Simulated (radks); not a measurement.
Excited configurations of Tb I: one electron is placed in a higher orbital outside [Xe] 4f9 6s1. The ground configuration is [Xe] 4f9 6s2. Method: Dirac Kohn-Sham, BLYP, spin-unpolarised, spherical densities, point nucleus; open shells fill j = l - 1/2 first; computed with a radial shooting solver on a logarithmic mesh with Libxc functionals. Excitation = E - E(ground); binding = E(ion) - E, where the ion is the core of charge +1; n* = 1/sqrt(2 binding) in atomic units, and the quantum defect is n - n*.

outer orbital  excitation (eV)  binding (eV)  quantum defect  eigenvalue (eV)  <r> (bohr)
5d3/2                    2.399         3.717           3.087           -0.887       3.811
6p1/2                    2.497         3.619           4.061           -1.706       5.499
6d3/2                    4.743         1.372           2.851           -0.573       11.85
7s1/2                    4.058         2.058           4.429           -1.144       10.13
7p1/2                    4.544         1.571           4.057           -0.855       12.61

The Delta-SCF ionisation energy is 6.115 eV (NIST Atomic Spectra Database: 5.864 eV, measured). Self-interaction in the functional shifts the binding energies and quantum defects, so they are the method's values and not measured ones. Spin polarisation and multiplet splitting are left out, so open shells lie too high by an amount that depends on their filling.

Beside tabulated values, note that spin-unpolarised runs miss the spin-polarisation part of the exchange energy of open shells.
